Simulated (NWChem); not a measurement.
# Total energies of Te (-1)

```
Te
```
Charge -1, spin multiplicity 2.

All runs are NWChem calculations.

Basis set: def2-TZVPD (59 functions).

```json
[
 {"method": "UHF", "total energy (Ha)": "-267.04439", "relative cost": "1"},
 {"method": "UMP2", "total energy (Ha)": "-267.48462", "relative cost": "under 3"},
 {"method": "UB2PLYP", "total energy (Ha)": "-267.88309", "relative cost": "under 3"},
 {"method": "UPBE", "total energy (Ha)": "-268.04918", "relative cost": "under 3"},
 {"method": "UB3LYP", "total energy (Ha)": "-268.15274", "relative cost": "under 3"},
 {"method": "Ur2SCAN", "total energy (Ha)": "-268.16294", "relative cost": "under 3"}
]
```

Total energies of different functionals aren't comparable as a measure of quality: only differences taken within one method are. Relative cost: rough, from shared machines, SCF included, UHF = 1.

Effective core potentials replace the inner electrons of Te; spin-orbit coupling is left out. The correlated methods keep 4 core orbitals frozen. B3LYP has NWChem's definition, with VWN1-RPA local correlation. The stability of the SCF solutions was not checked. Open-shell Hartree-Fock references start from PBE0 orbitals; any time given for them includes that run.
